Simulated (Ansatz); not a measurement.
System: MgCl, charge 1, multiplicity 1. SMILES: [Mg+][Cl]
Structure (B3LYP-D3(BJ)/def2-TZVP (Ansatz, a program for electronic structure) minimum search):
```
Mg
Cl 1 2.1176
```
Charge +1, spin multiplicity 1.

Wanted: vertical electron affinity to the doublet, in eV. Terms: spin-orbit terms left out; six Cartesian d functions in 6-31G* and its kin unless marked 5d; 6-311+G** with 5d, 6d on Na to Ar in Ansatz; UHF or UKS for open shells; non-relativistic; each state is the SCF solution reached for its charge and spin. First-principles rows: single points at B3LYP-D3(BJ) geometries (Ansatz). The spin state of an ion or metal species was assumed, not searched.

| level | program | vertical electron affinity to the doublet (eV) |
|---|---|---|
| B3LYP/STO-3G | Ansatz | 4.14 |
| B3LYP/3-21G | Ansatz | 8.00 |
| B3LYP/6-31G* | Ansatz | 7.84 |
| B3LYP/6-311+G** | Ansatz | 7.88 |
| B3LYP/def2-TZVPD | Ansatz | 7.84 |

No value to compare with is used here. The 4 habitual levels span 4.14 (B3LYP/STO-3G) to 8.00 eV (B3LYP/3-21G); B3LYP/def2-TZVPD gives 7.84.

The sets are all those run for this method; runs whose electronic state is in doubt are left out.
